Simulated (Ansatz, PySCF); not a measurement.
Protons, H atoms and electrons added to or taken from NC=O. Isolated molecules, 0 K electronic values unless said otherwise. One relaxed conformer stands for each flexible species; it need not be the lowest. Strings in code marks are SMILES.

Quantity: electronic energy of isomers of CH2NO, doublet states, relative to `N[C]=O`, in kcal/mol. HF references are unrestricted for open shells and restricted for singlets.

Level 1: PBE-D3(BJ)/def2-TZVP // B3LYP-D3(BJ)/def2-TZVP (PySCF)
Level 2: frozen-core MP2/cc-pVTZ // B3LYP-D3(BJ)/def2-TZVP (Ansatz, a program for electronic structure)
Level 3: B3LYP/6-311+G** // B3LYP-D3(BJ)/def2-TZVP (PySCF)
Level 4: B3LYP/6-31G* // B3LYP-D3(BJ)/def2-TZVP (PySCF)

```tsv
species	level 2	level 3	level 4
`[NH]C=O` (H–N–C–O torsion 26°)	33.9	21.3	16.9
```

Question: What does level 1 give for each?

Answer: 
- `[NH]C=O` (H–N–C–O torsion 26°): 20.9
